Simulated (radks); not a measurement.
Question: Charge is removed step by step from the 6s up level of neutral platinum, starting from [Xe] 4f14 5d9 6s(up 1, down 0). All-electron calculation, scalar-relativistic Kohn-Sham, LDA (Slater exchange, Perdew-Wang correlation), spin-polarised, spherical densities, point nucleus; open shells are filled with parallel spins first (spin-orbit coupling, left out, can overturn this in heavy ions). Program: a radial shooting solver on a logarithmic mesh with Libxc functionals. At the starting occupation the eigenvalue is -6.315 eV. Estimate the energy to remove one whole electron from this level, the eigenvalue at the end, and how far E(n) bends from a straight line.

Answer: Delta-SCF 9.806 eV; final eigenvalue -13.405 eV; the deviation from the straight line is -0.887 eV at 0.5 electron removed, the largest on the grid computed. Slater's transition state (half an electron removed) gives 9.784 eV. Integrating minus the eigenvalue over the occupation (Janak's theorem) gives 9.809 eV. In this scalar-relativistic scheme the density is built from large components alone, so the theorem holds only approximately. The mean slope of the eigenvalue, de/dn, is 7.09 eV per electron. Ionisation energy of Pt in the NIST Atomic Spectra Database: 8.959 eV (measured).
